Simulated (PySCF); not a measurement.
**Radial density of Tc⁺ (technetium, charge +1)**

B3LYP, [Kr] 4d5 5p1, high-spin 7P determinant (an excited configuration). Computed with PySCF 2.14 in aug-cc-pwCVTZ-PP with ECP28MDF, with a scalar-relativistic core potential. This is the valence pseudo-density: the core potential removes the inner electrons and smooths the orbitals near the nucleus.

```csv
r (bohr),4πr²ρ (e/bohr),4πr²(ρα − ρβ)
0.0330,1.987e-05,0.0000
0.0555,4.853e-05,0.0000
0.0933,0.0001708,0.0000
0.157,0.001513,0.0005
0.264,0.02490,0.0085
0.444,0.6827,0.1518
0.747,7.977,1.5313
1.26,10.54,3.4930
2.11,2.480,1.7976
3.56,0.4943,0.4895
5.98,0.06635,0.0664
10.1,0.0006149,0.0006
```

Energies and moments cover only the electrons outside the core potential.
